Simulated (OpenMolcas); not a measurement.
Pd2+ with its 8 nearest fluoride ions at 2.373 Å, on the Sr site of SrF2 (a = 5.796 Å, distance in the model lattice 2.510 Å). The rest of the host is ab initio model potentials to 7.6 Å and point charges beyond; the distance is set by hand and nothing relaxes. Ligand basis ANO-RCC-VDZP.

| Item | Value |
| --- | --- |
| Program | OpenMolcas |
| Method | CASSCF |
| Basis | ANO-RCC-VTZP [7s6p4d2f1g] |
| Scalar Hamiltonian | DKH2, point nucleus |
| Active space | 8 electrons in 5 orbitals (4d) |
| State averaging | 2S+1 = 3 even, 10 roots; 2S+1 = 1 even, 15 roots |
| Spin-orbit coupling | RASSI with atomic mean-field integrals over the reference wave functions |

**Question.** What is the spin-free ground state (labels of O, the rotations of Oh)?

**Answer.** 3T1, 3-fold in its orbital part, 99 % from free-ion F terms; it has the highest spin that d8 allows.

**Question.** Where is the first state of the same spin?

**Answer.** 3T2 at 4460 cm-1 above the ground state.

**Question.** What are the lowest two levels with spin-orbit coupling?

**Answer.** A 1-fold level A1, then a 3-fold level T1 746.4 cm-1 above it. Their leading multiplicities are 3 (100 %) and 3 (100 %).

**Question.** What is χT at 300 K, and how does it compare with the textbook value?

**Answer.** The lowest level has 2S+1 = 3, for which the spin-only value is χT = S(S+1) / 2 = 1.000 cm3 K/mol (g = 2). The computed 1.805 at 300 K differs by +0.805, through orbital momentum, spin-orbit coupling and any other state in reach. With a threefold ground state the orbital momentum is unquenched, so the spin-only value is not expected to hold.

**Question.** Which ligand-field parameters describe the states?

**Answer.** A least-squares ligand-field fit to the states below 45000 cm-1, each weighted by its degeneracy and with a free common offset, gives 10Dq = -5259 cm-1 (negative for this site), B = 916 cm-1 and C = 3641 cm-1 (C/B = 3.97), with an rms deviation of 32 cm-1. The same method and metal basis give the free ion B = 953 cm-1 (fit to its terms below 60000 cm-1, rms deviation 8 cm-1), so the nephelauxetic ratio is β = 916 / 953 = 0.96; it hangs on how both fits weigh the states, and computed free-ion B values tend to be too large, so β mixes covalency with correlation.

An orbital triplet at a regular site is open to Jahn-Teller coupling, which can distort the site and quench the lowest spin-orbit gaps and is left out. Without dynamic correlation the repulsion within the d shell is too large (B by tens of per cent), so at a given field states of lower spin stand too high. Real 4d8 and 5d8 ions are as a rule square planar and diamagnetic. With metal d orbitals alone the field can be off either way by tens of per cent. Ligand-to-metal charge-transfer states are missing. With no ligand orbital active B as a rule stays too high, so bands that hang on it stand too high and its fall with covalency is understated. No measured value stands beside these numbers; the geometry was set by hand and not optimised.
